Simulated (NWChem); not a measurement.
Species: C$_{2}$H$_{6}$ClFSi; SMILES C[Si](C)(F)Cl

```xyz
11

C     -0.7197    -1.0002     1.5743
Si     0.0434    -0.3518     0.0000
C     -0.7197    -1.0002    -1.5743
F      1.6198    -0.7162     0.0000
Cl    -0.0870     1.7274     0.0000
H     -0.2225    -0.5752     2.4525
H     -1.7841    -0.7462     1.6292
H     -0.6264    -2.0917     1.6250
H     -0.2225    -0.5752    -2.4525
H     -1.7841    -0.7462    -1.6292
H     -0.6264    -2.0917    -1.6250
```
Atoms are numbered in this order, from 1.

All runs: NWChem. Pople sets run with spherical d functions. Structure relaxed at the B3LYP/6-31G* (spherical d) level. Atomic charges in e: unrestrained fits to the electrostatic potential beside Mulliken populations; buried atoms are poorly determined by the fit.

### Question
Estimate the computed values for Hartree-Fock/6-31G*. Quantities: ESP C1; Mulliken C1; ESP Si2; Mulliken Si2; ESP C3; Mulliken C3; ESP F4; Mulliken F4; ESP Cl5; Mulliken Cl5; relative RMS misfit of the potential (%).

### Answer
The ESP C1 is -0.48 and the Mulliken C1 comes out as -0.82. The ESP Si2 comes out as 1.08 and the Mulliken Si2 is 1.34. The ESP C3 is -0.49. The Mulliken C3 is -0.82, the ESP F4 is -0.40 and the Mulliken F4 is -0.52. The ESP Cl5 is -0.36. The Mulliken Cl5 comes out as -0.39 and the relative RMS misfit of the potential (%) comes out as 24.
